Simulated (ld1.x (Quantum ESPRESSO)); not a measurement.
## Reading a pseudo-wave (N (Z = 7))

Columns: radius, all-electron u(r) and pseudo u(r) of the 2s shell (level -18.65 eV) of nitrogen in the configuration [He] 2s1.5 2p3.5; LDA (PZ), scalar-relativistic, RRKJ scheme, ld1.x (Quantum ESPRESSO) 7.5.

| r (bohr) | all-electron | pseudo |
| --- | --- | --- |
| 0.082 | 0.3633 | -0.0381 |
| 0.165 | 0.3546 | -0.0886 |
| 0.248 | 0.1877 | -0.1600 |
| 0.330 | -0.0265 | -0.2533 |
| 0.413 | -0.2411 | -0.3667 |
| 0.495 | -0.4280 | -0.4880 |
| 0.578 | -0.5828 | -0.6077 |
| 0.660 | -0.7008 | -0.7113 |
| 0.742 | -0.7863 | -0.7924 |
| 0.825 | -0.8438 | -0.8484 |
| 0.908 | -0.8769 | -0.8796 |
| 0.990 | -0.8899 | -0.8908 |
| 1.072 | -0.8874 | -0.8875 |
| 1.155 | -0.8728 | -0.8728 |
| 1.238 | -0.8489 | -0.8489 |
| 1.320 | -0.8188 | -0.8188 |
| 1.402 | -0.7841 | -0.7841 |
| 1.485 | -0.7460 | -0.7460 |
| 1.568 | -0.7061 | -0.7061 |
| 1.650 | -0.6660 | -0.6660 |
| 1.733 | -0.6254 | -0.6254 |
| 1.815 | -0.5859 | -0.5859 |
| 1.898 | -0.5470 | -0.5470 |
| 1.980 | -0.5099 | -0.5099 |
| 2.062 | -0.4744 | -0.4744 |
| 2.145 | -0.4401 | -0.4401 |

Problem. How many radial nodes do the two functions have?

Solution. The all-electron 2s function has n − l − 1 = 1; the pseudo-wave has 0, since the states of the same l below it are removed with the core.

Problem. At about which radius was the pseudo-wave matched?

Solution. 1.10 bohr, where the columns begin to agree (steps of 0.08 bohr).

Problem. Where does each function peak?

Solution. Outermost all-electron maximum near 0.99 bohr, pseudo maximum near 0.99 bohr (to the table’s step).

Problem. Is the pseudo-wave norm-conserving?

Solution. Yes: the RRKJ scheme keeps the norm inside the radius equal to the all-electron one, which fixes the energy derivative of the logarithmic derivative at the level.
